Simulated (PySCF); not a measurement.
C5H5Cl, SMILES CC#C/C=C\Cl.

Coordinates come from a PBE0-D3(BJ)/def2-SVP optimisation. The structure was generated by enumeration; whether it is a known compound was not checked.

Computed with TDDFT-PBE/def2-SVPD run with PySCF.

Vertical excitations. 

```tsv
state	energy (eV)	λ (nm)	f	main pairs
S1	4.59	270	0.000	HOMO−1→LUMO 100 %
S2	4.94	251	0.345	HOMO→LUMO 90 %
S3	5.52	225	0.000	HOMO→LUMO+1 94 %
S4	5.66	219	0.000	HOMO−2→LUMO 100 %
S5	5.70	218	0.001	HOMO→LUMO+2 91 %
S6	5.95	208	0.000	HOMO→LUMO+3 96 %
S7	6.17	201	0.046	HOMO−3→LUMO 85 %
S8	6.40	194	0.004	HOMO−1→LUMO+2 97 %
S9	6.43	193	0.000	HOMO→LUMO+4 100 %
S10	6.61	188	0.091	HOMO−1→LUMO+3 57 %, HOMO−1→LUMO+1 34 %
T1	3.16	393	0	HOMO→LUMO 98 %
T2	4.35	285	0	HOMO−1→LUMO 97 %
T3	5.22	237	0	HOMO−3→LUMO 79 %, HOMO−1→LUMO+1 12 %
T4	5.30	234	0	HOMO→LUMO+1 95 %
```
Triplets are in the Tamm–Dancoff approximation, which puts them higher than full response would, so one can lie above its singlet here.
